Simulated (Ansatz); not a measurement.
`[SeH][SiH]([SeH])[SeH]`, relaxed with RKS PBE0-D4/def2-TZVP in Ansatz from a PBE-D4/def2-SVP geometry. The force threshold is 0.005 eV/Å; the program also tests the step.

Charge 0, multiplicity 1.

Start:

```xyz
8

Se   -0.068    2.003   -1.317
Si    0.137    0.035   -0.160
Se   -1.809   -0.218    1.049
Se    2.101    0.354    1.004
H    -1.522    1.794   -1.557
H     0.317   -1.200   -1.001
H    -1.630   -1.693    1.137
H     2.475   -1.076    0.845
```

How much energy does the relaxation release, and in how many steps? (An estimate is asked.)

Computed: 7.11 kJ/mol, in 29 steps, 6 of them rejected.

Which bonds change most? (An estimate is asked.)

Ansatz gave: Si2–Se4 from 2.305 to 2.271 Å; Si2–Se3 from 2.305 to 2.271 Å; Si2–H6 from 1.504 to 1.483 Å; Se1–Si2 from 2.292 to 2.271 Å.

Give the relaxed structure. (Estimate.)

Computed: 
```xyz
8

Se    0.036    1.975   -1.056
Si    0.003   -0.066   -0.063
Se   -1.889   -0.216    1.184
Se    1.786   -0.201    1.337
H    -1.040    1.616   -1.995
H     0.050   -1.146   -1.078
H    -1.689   -1.651    1.445
H     2.743   -0.312    0.225
```
